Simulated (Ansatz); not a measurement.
`CC[SiH2][SiH3]` + `[OH][Ga]([OH])[Cl]` → `[OH][Ga]([Cl])[O][SiH3]` + `CC[SiH3]`  (cleavage of the Si–Si bond)

Calculated with Ansatz (gas phase, PBE0-D4/def2-TZVP geometries, no zero-point term in ΔE). CCSD(T)/CBS is the MP2 limit (def2-TZVPP, def2-QZVPP) plus CCSD(T) − MP2 in def2-TZVPP, frozen cores. Functionals use def2-TZVPP. For Ga outer-core shells are correlated without core-valence functions, which leaves a few kJ/mol of doubt a bond. Scalar relativity is left out up to krypton. Each species was taken in one conformer, which may not be the lowest.

```
             level  ΔE (kJ/mol)
            PBE-D4        -69.3
              PBE0        -79.9
SCS-MP2/def2-TZVPP       -111.1
CCSD(T)/def2-TZVPP        -98.7
```

Task: What does CCSD(T)/CBS give? (An estimate is asked.)

Result: Computed: -97.0 kJ/mol. The listed levels differ from it by 27.7, 17.1, -14.1, -1.7 kJ/mol.

Largest T1 diagnostic among the species: 0.013.

From PBE to PBE0 (25 % exact exchange), in def2-TZVPP and without D4, ΔE moves by −9.6 kJ/mol. In def2-TZVPP, CCSD(T) changes the Hartree–Fock value by +30.1 kJ/mol (the triples alone add +4.0 kJ/mol) and MP2 by +23.5 kJ/mol.
